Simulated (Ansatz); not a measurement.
Consider the ligand exchange at the Hf–N bond: `[NH2][Hf]([NH2])([F])[F]` + H–F → `[NH2][Hf]([F])([F])[F]` + NH₃.

Gas-phase electronic energies from Ansatz, PBE0-D4/def2-TZVP geometries. CCSD(T)/CBS adds triple-zeta CCSD(T) − MP2 to the extrapolated MP2 energy (def2 sets, frozen cores). This one scheme is used for every species. DFT in def2-TZVPP. Elements past krypton have def2 core potentials. For Hf outer-core shells are correlated without core-valence functions, which leaves a few kJ/mol of doubt a bond. One conformer a species, not always the lowest.

```
                   species  r2SCANh energy (Eh)
`[NH2][Hf]([NH2])([F])[F]`           -359.87363
                       H–F           -100.44147
  `[NH2][Hf]([F])([F])[F]`           -403.81610
                       NH₃            -56.54562
```

**Question.** Work out ΔE.

**Answer.** ΔE = (-403.81610) + (-56.54562) − (-359.87363) − (-100.44147) = -0.04662 Eh = -122.4 kJ/mol. CCSD(T)/CBS gives -110.7 kJ/mol.

Largest T1 diagnostic among the species: 0.016.

The D4 term adds +4.6 kJ/mol with B3LYP and +2.6 kJ/mol with PBE0; it sums over pairs of atoms, weighted by their polarisabilities, and B3LYP, whose exchange is more repulsive, gets the larger term. Leaving LDA and LC-ωPBE aside and taking each functional with its dispersion term where it has one, the values, not all of them listed here, spread over 13.9 kJ/mol, from B97M-V to PBE-QIDH. LDA lies +8.9 kJ/mol from PBE without D4.

B3LYP here is the variant with VWN-RPA as its local correlation; programs differ in this.
